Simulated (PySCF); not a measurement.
A GIAO shielding run with PySCF 2.14 (density fitting, non-relativistic, gas phase) on SMILES C[C@@H](Cl)C[SiH2][SiH2]CF, C4H12ClFSi2:

```
$ OMP_NUM_THREADS=1 python probes_run.py task.json out

{"job": {"kind": "nmr", "xc": "PBE0", "basis": "pcSseg-1"}, "charge": 0, "multiplicity": 1}
C     -2.409659    -0.691295     1.541314
C     -1.394465    -0.342871     0.468270
Cl    -2.224054    -0.328019    -1.128384
C     -0.730462     1.001888     0.685997
Si     0.306602     1.590721    -0.812020
Si     1.576891    -0.123034    -1.722793
C      2.662035    -0.921092    -0.343467
F      1.872891    -1.279112     0.738254
H     -3.195364     0.060591     1.579801
H     -2.863821    -1.660125     1.346400
H     -1.911454    -0.728778     2.508174
H     -0.640838    -1.130349     0.392813
H     -0.097185     0.915706     1.570383
H     -1.494120     1.747306     0.915406
H     -0.583808     2.204478    -1.802415
H      1.141280     2.687090    -0.285505
H      0.831401    -1.236568    -2.319956
H      2.566913     0.314329    -2.716320
H      3.417124    -0.235362     0.048539
H      3.164945    -1.834826    -0.667528
```

Hardware: 1 thread of an Arm Neoverse V1, shared host. The job also computes population analyses, field gradients.

Task: How large is the calculation?

Result: 90 electrons, 217 basis functions and 1196 auxiliary functions.

Task: How long does it take, and how much memory does it need?

Result: 55 s of wall time, with 12 SCF cycles and 4 response iterations; peak memory 0.93 GiB. Times on a shared host scatter by some tens of per cent.
